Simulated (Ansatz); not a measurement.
Computed with Ansatz on PBE0-D4/def2-TZVP structures; ΔE is electronic, products minus reactants. CBS: MP2 limit from def2 TZ/QZ plus the TZ coupled-cluster correction, frozen cores. This one scheme is used for every species. Functionals use def2-TZVPP. B3LYP here is the variant with VWN-RPA as its local correlation; programs differ in this. Each species was taken in one conformer, which may not be the lowest.

`C=C[Si](F)(F)[SiH3]` + H₂ → `F[SiH](F)[SiH3]` + ethylene  (hydrogenolysis of the Si–C bond)

CCSD(T)/CBS gives -6.4 kJ/mol.

Question: Another level gave -8.1 kJ/mol. Which?
A. r2SCAN/def2-TZVPP
B. ωB97X-V/def2-TZVPP
C. B3LYP/def2-TZVPP
D. HF/def2-TZVPP

Answer: B. ωB97X-V -8.1, r2SCAN -3.7, B3LYP -18.7, HF/def2-TZVPP -32.0 kJ/mol.

Largest T1 diagnostic among the species: 0.013.

In def2-TZVPP, CCSD(T) changes the Hartree–Fock value by +24.1 kJ/mol (the triples alone add +5.3 kJ/mol) and MP2 by +29.6 kJ/mol. The D4 term adds +13.2 kJ/mol with B3LYP and +7.4 kJ/mol with PBE0; it sums over pairs of atoms, weighted by their polarisabilities, and B3LYP, whose exchange is more repulsive, gets the larger term.
